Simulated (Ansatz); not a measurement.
# A basis-limit estimate, worked out

An elementary step of Si₂H₇ClO, closed shell (Si₂H₆O ([OH][SiH2][SiH3]) + HCl → SiH₃ClO ([OH][SiH2][Cl]) + SiH₄; Si–Si, H–Cl broken or loosened, Si–Cl, Si–H formed or tightened). “Start” and “end” are the PBE0-D4/def2-TZVP structures reached by relaxing down either side of its saddle point, with the molecules still in contact.

Computed with Ansatz 0.2.0 (basis: def2-TZVPP and def2-QZVPP); correlated methods freeze the cores.

Energies in eV:

| quantity | end | start |
| --- | --- | --- |
| Hartree–Fock, triple zeta (X = 3) | -30380.51488 | -30379.09726 |
| Hartree–Fock, quadruple zeta (X = 4) | -30381.47851 | -30380.05352 |
| MP2 correlation, X = 3 | -19.10677 | -19.19662 |
| MP2 correlation, X = 4 | -20.72975 | -20.81068 |
| CCSD(T) correlation, X = 3 | -21.49090 | -21.68079 |

Work out the step energy at the basis limit: extrapolate Hartree–Fock as E(X) = E∞ + A exp(−7.88 √X) and the MP2 correlation as E(X) = E∞ + B X^−2.97 (the exponents that Neese and Valeev fitted for def2-TZVPP and QZVPP), then add CCSD(T) − MP2 in triple zeta.

Each step is linear, so take the differences first (end − start): Hartree–Fock -1.41762 (X = 3) and -1.42499 (X = 4); MP2 correlation 0.08985 and 0.08093; CCSD(T) correlation 0.18989.
Two points give E∞ = E(4) + w [E(4) − E(3)], with w = 1/(exp(7.88 (2 − √3)) − 1) = 0.1377 for Hartree–Fock and w = 1/((4/3)^2.97 − 1) = 0.7407 for the correlation.
Hartree–Fock: -1.42499 + 0.1377 × (-0.00737) = -1.4260 eV.
MP2 correlation: 0.08093 + 0.7407 × (-0.00892) = 0.0743 eV.
CCSD(T) − MP2: 0.18989 − 0.08985 = 0.1000 eV.
Sum: -1.4260 + 0.0743 + 0.1000 = -1.2517 eV, or -28.86 kcal/mol. Plain CCSD(T) in triple zeta gives -1.2277 eV, so the larger basis shifts the result by -0.0240 eV.

T1 diagnostic: at most 0.014.

Labels in which every atom is bracketed show which atoms are joined, not bond orders.

For scale, one of the runs: CCSD(T)/def2-TZVPP, 255 basis functions (an equivalent command: `ansatz run in.yaml --threads 4`). Time: 2.2 min of wall clock on 4 CPU threads; the host was shared. Peak host memory: 5.2 GiB.
